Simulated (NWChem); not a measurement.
Species: C$_{2}$H$_{3}$ClO$_{2}$Si; SMILES O=C1[Si@@H](CO1)Cl

```xyz
9

O      1.6111    -1.9224     0.0916
C      0.5914    -1.3021    -0.0037
O     -0.6572    -1.7744     0.4075
C     -1.5863    -0.6673     0.1671
Si    -0.1958     0.3767    -0.6275
Cl     0.3453     2.1398     0.3181
H     -2.4160    -1.0050    -0.4862
H     -1.9964    -0.2939     1.1270
H     -0.2522     0.6338    -2.1051
```
Atoms are numbered in this order, from 1.

Computed with NWChem. Pople sets run with spherical d functions. Coordinates come from a PBE-D3(BJ)/def2-SVP optimisation. Atomic charges in e: unrestrained fits to the electrostatic potential beside Mulliken populations; buried atoms are poorly determined by the fit.

For level B3LYP/def2-SVP:

| Quantity | Result |
|---|---|
| Mulliken O1 | -0.17 |
| Mulliken C2 | 0.09 |
| Mulliken O3 | -0.31 |
| Mulliken C4 | 0.00 |
| ESP Si5 | 0.24 |
| Mulliken Si5 | 0.53 |

### Question
How do the values read with level Hartree-Fock/6-31G* instead?

### Answer
| Property | Value |
|---|---|
| Mulliken O1 | -0.51 |
| Mulliken C2 | 0.56 |
| Mulliken O3 | -0.63 |
| Mulliken C4 | -0.29 |
| ESP Si5 | 0.45 |
| Mulliken Si5 | 0.86 |
